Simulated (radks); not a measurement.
Fractional charge and spin in the 5p shell of europium: the spin-up occupation runs from 2 to 3 and the spin-down occupation from 2 to 3; the fullest corner is Eu, [Kr] 4d10 4f(up 3.5, down 3.5) 5s2 6s2 5p(up 3, down 3). Calculated with a radial shooting solver on a logarithmic mesh with Libxc functionals: scalar-relativistic Kohn-Sham, LDA (Slater exchange, Perdew-Wang correlation), spin-polarised, spherical densities, finite nucleus; Fermi nuclear charge, rms radius of each element as measured or else 0.836 A^(1/3) + 0.57 fm. Energy (eV) minus the two flat planes that join the four corners (they meet along the diagonal where the two added fractions sum to one electron); zero is where a piecewise linear energy would lie.

down \ up       2    2.25     2.5    2.75       3
2           0.000  -1.076  -1.425  -1.061   0.000
2.25       -1.076  -1.378  -0.969   0.135  -0.960
2.5        -1.425  -0.969   0.181  -0.871  -1.264
2.75       -1.061   0.135  -0.871  -1.221  -0.936
3           0.000  -0.960  -1.264  -0.936   0.000

Corners above the fullest one (they belong to Eu+ and the next ion): (up 3, down 2) 28.766 eV, (up 2, down 3) 28.766 eV, (up 2, down 2) 69.049 eV. With half an added electron in each spin the energy lies 0.181 eV from the planes, and with half an added electron in spin up alone -1.425 eV. The planes are only a guide here: the flat-plane condition holds for ground states with one frontier orbital, while this shell lies below other occupied shells, so the corners above the fullest one are inner-hole states and not the ground states of those ions.
